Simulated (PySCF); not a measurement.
Computed IR spectrum (relative IR intensity) of a molecule C3H8N, multiplicity 2. Coordinates come from a B3LYP-D3(BJ)/def2-SVP optimisation. One conformer was computed; it need not be the lowest. These are B3LYP-D3(BJ)/def2-SVP (PySCF) values and carry that method's errors. Frequencies are harmonic and unscaled.

Lines under 2 % of the strongest are left out, and lines within 2 cm⁻¹ are merged.

ν (cm⁻¹): 276 (w), 339 (vw), 460 (w), 626 (vs), 648 (w), 1038 (w), 1133 (w), 1229 (w), 1288 (m), 1299 (w), 1367 (w), 1406 (w), 1446 (w), 1463 (vw), 1474 (vw), 1495 (vw), 1522 (m), 2947 (s), 3026 (w), 3048 (m), 3105 (m), 3125 (m), 3245 (w), 3559 (w) (against the strongest line: vs over 80 %, s over 45 %, m over 15 %, w over 4 %, vw less)

Question: Identify the compound among the candidates.
A) [CH2]NCC
B) C[C](C)N
C) [CH2]N(C)C
D) CC[N]C

Answer: A, [CH2]NCC
